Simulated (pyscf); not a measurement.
# F–C(F)(F)–SiH₃ (SMILES FC(F)(F)[SiH3]), singlet

Gas-phase minimum from PySCF at ωB97X-D3(BJ)/def2-SVP, one conformer. 

```
C
F 1 1.3475
F 1 1.3475 2 107.25
F 1 1.3475 2 107.21 3 -114.86
Si 1 1.9297 2 111.67 4 -122.65
H 5 1.4850 1 107.66 2 59.78
H 5 1.4850 6 111.29 1 -117.63
H 5 1.4851 6 111.27 7 -124.70
```

Properties at ωB97X-D3(BJ)/def2-SVP:

```json
{
 "harmonic_wavenumbers_unscaled": "146, 215, 215, 415, 511, 511, 658, 658, 756, 924, 953, 953, 1190, 1191, 1270, 2293, 2304, 2304 cm⁻¹",
 "zero_point_energy": "25.0 kcal/mol",
 "rotational_symmetry_number": "3",
 "Entropy of this conformer at 298 K and 1 atm, rigid rotor and harmonic oscillator, modes under 100 cm⁻¹ raised to 100": "310.6 J/(mol K)",
 "dipole_moment": "2.04 D"
}
```

Single-point totals, which compare only within one level (frozen core for MP2 and CC):

```json
[
 {"level": "ωB97X-D3(BJ)/def2-TZVP", "total energy (hartree)": "-629.14503"},
 {"level": "PBE/def2-TZVP", "total energy (hartree)": "-628.60195"},
 {"level": "r²SCAN/def2-TZVP", "total energy (hartree)": "-628.91395"},
 {"level": "B3LYP-D3(BJ)/def2-TZVP", "total energy (hartree)": "-629.11587"},
 {"level": "PBE0-D3(BJ)/def2-TZVP", "total energy (hartree)": "-628.63482"},
 {"level": "M06-2X/def2-TZVP", "total energy (hartree)": "-628.94157"},
 {"level": "ωB97M-D3(BJ)/def2-TZVP", "total energy (hartree)": "-629.18530"},
 {"level": "HF/def2-TZVPP", "total energy (hartree)": "-627.01834"},
 {"level": "MP2/def2-TZVPP", "total energy (hartree)": "-628.04694"},
 {"level": "CCSD/def2-TZVPP", "total energy (hartree)": "-628.07301"},
 {"level": "CCSD(T)/def2-TZVPP", "total energy (hartree)": "-628.10645"}
]
```

Soft torsions are taken as harmonic, which can shift the entropy by several J/(mol K). The CCSD(T) − MP2 part came from Ansatz, without density fitting, on the same reference.
